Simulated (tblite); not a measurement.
Compound: C4H7NOSi.
Atom-mapped SMILES: `[O:1]=[CH:2][C:3]#[C:4][CH2:5][NH:6][SiH3:7]` (hydrogens: H8 on C2; H9, H10 on C5; H11 on N6; H12, H13, H14 on Si7)

Cartesian coordinates in Å at the GFN2-xTB level; atoms count from 1:
```
atom  x, y, z in Å
O1     3.341    1.564   -0.830
C2     3.199    0.709    0.004
C3     1.979    0.039    0.306
C4     0.955   -0.534    0.589
C5    -0.318   -1.186    0.826
N6    -1.374   -0.711   -0.038
Si7   -2.268    0.727    0.300
H8     4.043    0.356    0.632
H9    -0.182   -2.268    0.692
H10   -0.615   -1.007    1.864
H11   -1.174   -0.914   -1.006
H12   -1.491    1.972    0.285
H13   -2.801    0.514    1.647
H14   -3.296    0.738   -0.735
```

Computed with GFN2-xTB (tblite): harmonic, unscaled wavenumbers at the GFN2-xTB geometry, gas phase. Errors from tens to a few hundred cm⁻¹ against measured bands are possible. Modes of hydrogen on silicon can be 10 to 20 % off. One conformer, not necessarily the lowest.

Harmonic wavenumbers (cm⁻¹): 35.9, 49.2, 87.6, 131.8, 175.6, 202.8, 272.5, 328.1, 460.5, 526.9, 565.7, 592.6, 609.7, 747.7, 784.4, 808.2, 812.7, 826.4, 889.9, 950.2, 1129.8, 1154.1, 1175.6, 1285.9, 1358.3, 1362.3, 1419.4, 1740.6, 2211.6, 2250.3, 2297.4, 2317.3, 2736.1, 2877.9, 2942.4, 3442.2.

A = 4569, B = 854.2, C = 753.2 MHz; mass 113.030 u (most abundant isotopes); point group C1, symmetry number 1.

Task: Zero-point energy?

Result: Half the sum of the wavenumbers: 20780 cm⁻¹ = 59.41 kcal/mol.

Task: Give the ideal-gas entropy at 350 K and 1 bar in the rigid-rotor, harmonic-oscillator model (classical rotation).

Result: Translation 40.91, rotation 29.56, vibration 33.09: S = 103.6 cal/(mol K).

Task: And Cp and H(350 K) − H(0)?

Result: Cp = 37.70 cal/(mol K), of which vibrations give 29.75 (their classical limit is 36 R = 71.5); H(350 K) − H(0) = 8.43 kcal/mol without the zero-point energy, 5.65 from vibrations.

Task: What must be added to the electronic energy to get the Gibbs energy at 350 K and 1 bar?

Result: ZPE + [H(350 K) − H(0)] − T·S = 59.41 + 8.43 − 36.24 = 31.60 kcal/mol.

Task: How do the functions run with temperature in this model?

Result: 
```csv
T (K),S (cal/(mol K)),Cp (cal/(mol K)),H − H(0) (kcal/mol),G − H(0) (kcal/mol),ln q(vib)
50,59.4,13.9,0.54,-2.44,0.83
100,70.6,18.6,1.35,-5.70,2.25
298.15,97.8,34.0,6.57,-22.59,7.31
373.15,106.0,39.2,9.32,-30.24,9.07
500,118.5,46.4,14.77,-44.50,11.90
750,139.4,56.4,27.72,-76.84,17.05
1000,156.6,62.9,42.70,-113.90,21.66
```

q(vib) and H(0) count from the zero-point level.

Hindered rotation and anharmonicity are outside this model. Other conformers, if any are populated, would add a mixing term that is left out. The structure is chiral; the term R ln 2 for an equal mix with its mirror image is left out.
